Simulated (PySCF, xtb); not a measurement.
Si(All)(H)3 (C₃H₈Si), SMILES C=CC[SiH3].

GFN2-xTB (xtb) at its own geometry gives an orbital gap of 4.78 eV and a dipole moment of 0.46 D.

Geometry optimised at B3LYP-D3(BJ)/def2-SVP. The values are those of a single conformer.

Q: What does PBE/def2-TZVP run with PySCF give? (Estimate from the structure and the level; the computed values follow.)

A: gap 5.16 eV (levels -6.09 and -0.93 eV), dipole 0.57 D.
